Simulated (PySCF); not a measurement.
How exact exchange moves a shielding

Molecule: `N#CC[SiH2]S[SiH3]`, C$_{2}$H$_{7}$NSSi$_{2}$.

Geometry (Å), atoms numbered from 1 in this order:
```xyz
13

N     3.285    0.805    1.804
C     2.468    0.166    1.288
C     1.415   -0.596    0.650
Si   -0.202    0.396    0.530
S    -1.579   -0.942   -0.432
Si   -3.297    0.353   -0.568
H     1.222   -1.521    1.218
H     1.726   -0.891   -0.366
H     0.018    1.627   -0.282
H    -0.665    0.772    1.895
H    -4.358   -0.453   -1.230
H    -2.979    1.564   -1.379
H    -3.741    0.782    0.791
```

GIAO shieldings (ppm, equivalent atoms averaged) in PySCF 2.14.0 with density-fitted response routines on the PBE0-D3(BJ)/def2-SVP geometry, basis pcSseg-1, gas phase, non-relativistic:

| functional | exact exchange (%) | σ(C3) | σ(Si4) | σ(Si6) | σ(S5) |
| --- | --- | --- | --- | --- | --- |
| BLYP | 0 | 172.7 | 343.1 | 377.7 | 771.9 |
| BP86 | 0 | 177.0 | 353.2 | 386.1 | 789.4 |
| PBE | 0 | 177.4 | 354.4 | 388.2 | 792.5 |
| B3LYP | 20 | 177.5 | 356.6 | 389.9 | 796.1 |
| mPW1PW91 | 25 | 181.9 | 369.4 | 400.6 | 817.6 |
| BHandHLYP | 50 | 183.4 | 377.0 | 408.7 | 825.9 |
| HF | 100 | 192.2 | 413.4 | 442.6 | 870.0 |

Q: Fit each shielding as a line in the percentage of exact exchange.

A: σ(C3) = 175.7 + 0.16 x (rms 1.7 ppm); σ(Si4) = 349.4 + 0.62 x (rms 4.5 ppm); σ(Si6) = 383.0 + 0.58 x (rms 4.0 ppm); σ(S5) = 785.3 + 0.85 x (rms 7.7 ppm). The functionals also differ in their semilocal parts, which the line can't hold; Hartree–Fock has no correlation at all.

Q: What does the line predict for PBE0 (25 %), and what does the run give?

A: σ(C3): 179.7 predicted, 182.8 computed; σ(Si4): 364.9 predicted, 370.9 computed; σ(Si6): 397.5 predicted, 403.0 computed; σ(S5): 806.5 predicted, 820.3 computed ppm.
